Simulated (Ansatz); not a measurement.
Mulliken charges of C2H6FIn, SMILES `C[CH2][InH][F]` from PBE/def2-TZVPP in Ansatz (PBE0-D4/def2-TZVP geometry).

| atom | x (Å) | y (Å) | z (Å) | charge (e) |
| --- | --- | --- | --- | --- |
| C1 | -1.196 | 0.568 | -0.054 | -0.249 |
| C2 | -0.040 | 0.068 | 0.803 | -0.348 |
| In3 | 1.592 | -0.694 | -0.359 | 0.701 |
| F4 | 0.917 | -1.011 | -2.188 | -0.478 |
| H5 | -1.551 | -0.199 | -0.744 | 0.104 |
| H6 | -2.041 | 0.876 | 0.571 | 0.082 |
| H7 | -0.908 | 1.429 | -0.661 | 0.085 |
| H8 | 0.345 | 0.851 | 1.462 | 0.104 |
| H9 | -0.357 | -0.751 | 1.456 | 0.099 |
| H10 | 3.239 | -1.137 | -0.286 | -0.099 |

Q: By hand: the dipole of these point charges (1 e Å = 4.8032 D).

A: Σ q r = (0.263, 0.131, 0.766) e Å, of length 0.820 e Å = 3.94 D.

Q: How does the dipole of the full density compare? (Best estimate.)

A: Computed: (0.031, 0.177, 0.669) e Å, 3.33 D; the point charges give 1.18 times that, at 17° from its direction.

Point charges leave out the atoms' own dipoles, such as those of lone pairs, and Mulliken's split depends on the basis, so the two needn't agree.
